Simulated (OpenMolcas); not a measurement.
## Ta³⁺: effect of the basis set

```json
{"Program": "OpenMolcas 26.06", "Method": "SS-CASPT2, IPEA 0.25 Eh, imaginary shift 0.1 Eh (closed shells correlated: 5s 5p)", "Active space": "2 electrons in 5 orbitals (5d)", "State averaging": "2S+1 = 3 even, 10 roots; 2S+1 = 1 even, 15 roots", "Spin-orbit coupling": "state interaction with AMFI integrals over the reference wave functions, term energies averaged over their components"}
```

A. ANO-R1 [7s5p4d2f], X2C, finite nucleus; CASPT2 step about 2.9 core-seconds
B. ANO-RCC-VDZP [7s6p4d2f1g], DKH2, point nucleus; CASPT2 step about 4 core-seconds
C. ANO-R2 [8s6p5d3f1g], X2C, finite nucleus; CASPT2 step about 7 core-seconds
D. ANO-RCC-VTZP [8s7p5d3f2g1h], DKH2, point nucleus; CASPT2 step roughly 17 core-seconds
E. ANO-R3 [9s7p6d4f3g2h], X2C, finite nucleus; CASPT2 step roughly 50 core-seconds
F. ANO-RCC-VQZP [9s8p6d4f3g2h], DKH2, point nucleus; CASPT2 step about 50 core-seconds

Energies in cm-1 above 5d2 3F2.

```csv
Level,A,B,C,D,E,F
5d2 3F2,0.0,0.0,0.0,0.0,0.0,0.0
5d2 3F3,5080,5550,5050,4790,4890,4950
5d2 3F4,9490,10240,9370,8970,9070,9170
5d2 1D2 [62 %],11350,11660,11010,10950,10740,10780
5d2 3P0,11930,11560,11760,11970,11870,11860
5d2 3P1,14710,14730,14560,14580,14570,14600
5d2 3P2 [72 %],19270,19840,18970,18760,18740,18820
5d2 1G4,20240,20580,19590,19480,18990,19150
5d2 1S0,37780,37200,36570,36760,36060,36080
```

Among A to F the level of the table that moves most is 5d2 1S0, by 1700 cm-1 (lowest in E, highest in A). Moves below CASPT2's spread within the term are not significant.

CASPT2 breaks the degeneracy within a term, and the mean is taken; among the terms shown or strongly mixed into the levels shown the widest spread is 560 cm-1 (5d2 1G, F). The basis is small and was not contracted for so high a charge (holds for A; B). Levels of configurations outside the active space are missing.

A share in square brackets marks a mixed level and gives the weight of the term that names it, the lowest over the columns.
